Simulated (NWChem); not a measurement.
A series in which one site is exchanged, each optimised at PBE0/def2-SVP with NWChem, gas phase unless a solvent is named. For some, no frequency run checked for a minimum. def2 effective core potentials on In, I; no spin-orbit coupling.

A: [F][In]([F])[Br] (InBrF₂; site = Br)
B: [F][In]([F])[F] (InF3; site = F)
C: [F][In]([F])[Cl] (InClF$_{2}$; site = Cl)
D: [F][In]([F])[I] (InIF₂; site = I)

| quantity | A | B | C | D |
|---|---|---|---|---|
| dipole (D), PBE0/def2-SVP | 1.45 | ___ | 0.92 | 2.22 |
| orbital gap (eV), PBE0/def2-SVP | 5.98 | ___ | 6.47 | 5.31 |
| static polarisability, CAM-B3LYP/def2-SVPD (bohr³) | 52.6 | ___ | 44.5 | 66.4 |
| lowest singlet excitation, CAM-B3LYP/def2-SVPD, TDA (eV) | 4.70 | ___ | 5.21 | 4.06 |

Task: Fill in the missing entries.

Result: 
- dipole (D), PBE0/def2-SVP, B: 0.00
- orbital gap (eV), PBE0/def2-SVP, B: 7.49
- static polarisability, CAM-B3LYP/def2-SVPD (bohr³), B: 29.4
- lowest singlet excitation, CAM-B3LYP/def2-SVPD, TDA (eV), B: 6.24
